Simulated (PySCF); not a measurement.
Vertical excitations of a molecule CH₆ClFSi₂ from PySCF with TDA-PBE/def2-SVPD, as energy in eV (oscillator strength): 7.16 (0.003), 7.25 (0.004), 7.36 (0.043), 7.67 (0.014), 7.69 (0.006), 7.72 (0.005), 7.79 (0.007), 7.81 (0.006), 7.83 (0.017), 7.86 (0.006). Lowest triplet (TDA): 6.91 eV. Geometry optimised at PBE0-D3(BJ)/def2-SVP. One conformer was computed; it need not be the lowest.

**Question.** Which structure fits?
A) C[Si@@](F)([SiH3])Cl
B) F[SiH2]C[SiH2]Cl
C) F[Si@H](Cl)C[SiH3]
D) FC[Si@H]([SiH3])Cl

**Answer.** C, F[Si@H](Cl)C[SiH3]
